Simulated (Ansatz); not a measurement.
Input for Ansatz (a quantum-chemistry and plane-wave program): U-CCSD(T)/def2-TZVPP on MnH, 2S+1 = 7, a spin state set in the input, which need not be the lowest, a point of a bond scan (R = 1.734 Å).

Ansatz 0.2 input:
```yaml
crystal:
  periodic: [false, false, false]
  atoms:
    - {symbol: Mn, position_ang: [0.00000000, 0.00000000, 0.00000000]}
    - {symbol: H, position_ang: [0.00000000, 0.00000000, 1.73421300]}
basis:
  gaussian:
    orbitals: def2-TZVPP
    pivot_positions_ang: [[0.00000000, 0.00000000, 0.00000000], [0.00000000, 0.00000000, 1.73421300]]
magnetization: {spin_polarized: true, initial_magnetization: 6}
correlation: {method: ccsd_t, electrons: valence}
output: {orbitals: {seedname: ./end}}
```

It printed:

```
WARN ansatz: RAYON_NUM_THREADS=2 ignored (pool sized by the plan → 2); use --threads N
Functional definition: HF
integrals: 0.08 GiB planned
599 factors; integrals over basis functions are off by at most 4.0e-4 eV
mean field: 0.16 GiB planned
mean field evaluation 1: about -31302.9765 eV, gradient 1.1e1 eV
mean field evaluation 2: about -31302.9779 eV, gradient 1.1e1 eV
mean field evaluation 4: about -31303.8933 eV, gradient 2.2e0 eV
mean field evaluation 8: about -31304.0121 eV, gradient 9.2e-2 eV
mean field evaluation 16: about -31298.6121 eV, gradient 3.7e0 eV
mean field evaluation 32: about -31301.6412 eV, gradient 1.5e0 eV
mean field evaluation 64: about -31301.7853 eV, gradient 7.4e-2 eV
mean field -31304.01231666 eV, -1150.4012340157 hartree, gradient 1.8e-6 eV, S^2 12.004381; 1 other end points of the search recorded, 0 dependent functions left out
determinant -31304.01231666 eV, -1150.4012340157 hartree, with singles and doubles -31316.44219875 eV, -1150.8580237572 hartree
determinant -31301.78551099 eV, -1150.3194004168 hartree, with singles and doubles -31314.03866382 eV, -1150.7696954778 hartree
5 core orbitals not correlated
reference -31304.01231666 eV, -1150.4012340157 hartree; 11, 5 occupied and 62, 68 virtual orbitals, 599 factors
second order -12.15177255 eV of doubles, -0.00000000 eV of singles
coupled cluster: 0.30 GiB planned
cycle   1  -12.43206991 eV  change   -2.2e-3 eV  update   1.6e-3
cycle   2  -12.43417645 eV  change   -2.1e-3 eV  update   1.2e-3
cycle   3  -12.43419768 eV  change   -2.1e-5 eV  update   6.0e-4
cycle   4  -12.43398997 eV  change    2.1e-4 eV  update   2.7e-4
cycle   5  -12.43442139 eV  change   -4.3e-4 eV  update   8.2e-5
cycle   6  -12.43448548 eV  change   -6.4e-5 eV  update   3.9e-5
cycle   7  -12.43441377 eV  change    7.2e-5 eV  update   1.9e-5
cycle   8  -12.43441185 eV  change    1.9e-6 eV  update   4.5e-6
perturbative correction -0.28329135 eV, -0.0104107650 hartree
Total energy: -31316.73001986 eV, -1150.8686009879 hartree
```

The run converged.

Cost: around 19 core-seconds (rough).
